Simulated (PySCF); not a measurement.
Screening by computed properties: pick the candidate that meets the target.

Species are written as SMILES; each is one conformer at its optimised geometry, gas phase, non-relativistic unless stated. Electronic properties by PySCF.

Dipoles, sizes and rotational constants follow the conformer. The torsions of the flexible species, by atom-mapped SMILES:
- `[N:1]#[C:2]/[CH:3]=[CH:4]/[c:5]1[cH:6][cH:7][cH:8][cH:9][cH:10]1`: C3–C4–C5–C6 0°
- `[CH3:1][CH2:2][O:3][c:4]1[cH:5][cH:6][cH:7][cH:8][c:9]1[CH3:10]`: C1–C2–O3–C4 180°, C2–O3–C4–C5 0°
- `[CH:1]#[C:2][C:3](=[O:4])[C:5](=[O:6])[SiH2:7][SiH2:8][PH2:9]`: C2–C3–C5–O6 48°, C3–C5–Si7–Si8 -67°, C5–Si7–Si8–P9 108°, H–P9–Si8–Si7 -49°, H–P9–Si8–Si7 44°
- `[CH2:1]=[CH:2][c:3]1[cH:4][cH:5][c:6]([C:7]#[N:8])[cH:9][cH:10]1`: C1–C2–C3–C4 174°

Question: Wanted: dipole moment between 1.7 D and 4 D (PBE0/pcSseg-1) and HOMO–LUMO gap below 5.2 eV (PBE0/pcSseg-1), at GFN2-xTB geometries. Which candidate meets both?
A. `N#C/C=C/c1ccccc1`
B. `C=Cc1ccc(C#N)cc1`
C. `CCOc1ccccc1C`
D. `C#CC(=O)C(=O)[SiH2][SiH2]P`
E. `C1=CC=C2N=CC=CC2=C1`

Answer: D. Computed values:
```
                   species  dipole moment  HOMO–LUMO gap
              CCOc1ccccc1C         1.39 D        6.34 eV
       C1=CC=C2N=CC=CC2=C1         2.07 D        5.29 eV
C#CC(=O)C(=O)[SiH2][SiH2]P         3.09 D        3.65 eV
          C=Cc1ccc(C#N)cc1         4.92 D        5.09 eV
          N#C/C=C/c1ccccc1         5.36 D        4.93 eV
```

Question: Wanted: smallest rotational constant below 0.8 GHz (GFN2-xTB) and HOMO energy above -6.95 eV (PBE0/pcSseg-1), at GFN2-xTB geometries. Which candidate meets both?
A. `C1=CC=C2N=CC=CC2=C1`
B. `O=C(C(=O)[SiH2][SiH2]P)C#C`
C. `N#Cc1ccc2c(c1)CC2`
D. `CCOc1ccccc1C`

Answer: D. Computed values:
```csv
species,smallest rotational constant,HOMO energy
O=C(C(=O)[SiH2][SiH2]P)C#C,0.462 GHz,-7.02 eV
CCOc1ccccc1C,0.680 GHz,-6.28 eV
N#Cc1ccc2c(c1)CC2,0.740 GHz,-7.44 eV
C1=CC=C2N=CC=CC2=C1,0.918 GHz,-6.88 eV
```
